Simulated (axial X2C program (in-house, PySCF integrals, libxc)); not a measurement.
OTeO²⁺: properties at the nuclei

Calculated with an in-house all-electron X2C program for linear molecules (integrals from PySCF): two-component X2C with atomic mean-field Coulomb and Gaunt terms, Gaussian nuclei, basis O dyall-av3z, Te dyall-v3z with contracted cores.

O–Te–O held linear, with bonds 1.751 and 1.751 Å (near the PBE0 minimum at charge 2 of the determinant lowest at the starting distance; the state shown can have its own minimum elsewhere, held linear; other orders of the atoms were not compared).

Determinant lowest in the PBE0 search, Ω = 0 (closed shell), highest spinor mixed:

| level | qzz O (a.u.) | qzz Te (a.u.) |
| --- | --- | --- |
| PBE0 | 2.71 | -6.67 |
| HF | 3.05 | -12.98 |
| TPSSh | 2.64 | -5.30 |

Determinant 1.27 eV from it at PBE0 and this distance, Ω = 2 (⟨Sz⟩ = 1.00, ⟨Lz⟩ = 1.00 at PBE0), spin on the atoms O 0.57, Te -0.13, O 0.57:

| level | A∥/gI O (MHz) | qzz O (a.u.) | A∥/gI Te (MHz) | qzz Te (a.u.) |
| --- | --- | --- | --- | --- |
| PBE0 | 137 | 0.00 | 992 | -6.38 |
| HF | 182 | 0.17 | 609 | -7.06 |
| TPSSh | 125 | -0.04 | 1020 | -5.83 |

A∥ (defined per Ω) follows by multiplying with gI = μI/(I μN); qzz is the electric field gradient, eQq0 = 234.96 MHz × Q/barn × qzz. The operators were transformed with the bare-nucleus X2C matrices; with these basis sets, hyperfine constants and field gradients can be off by tens of per cent, and where levels differ in sign neither size nor sign is settled.

Task: With Q(17O) = -0.02558 barn (Q from Pyykkö, Mol. Phys. 2018), turn the PBE0 values of the first state into constants in MHz.

Result: eQq0(17O) = 234.96 × (-0.02558) × (2.71) = -16.3 MHz.

The molecule was held linear; bending was not examined, so a bent shape may lie lower.

Each state is one determinant with collinear spin, which with several unpaired electrons need not be a pure state. Unrestricted Hartree–Fock can overshoot spin polarisation at the nuclei. With several open shells hyperfine constants can be off by a factor of several. Open-shell Ω = 0 determinants with evenly filled partner blocks cannot be reached by this program, so the Ω shown need not be the lowest component. At HF a later determinant lies lower. The search compared states at one distance, so a state with another bond length can lie lower. Where a field gradient or hyperfine factor spreads by more than a factor of two over the levels, a constant derived from it is not to be relied on. PBE0 term energies can be off by some tenths of an eV.
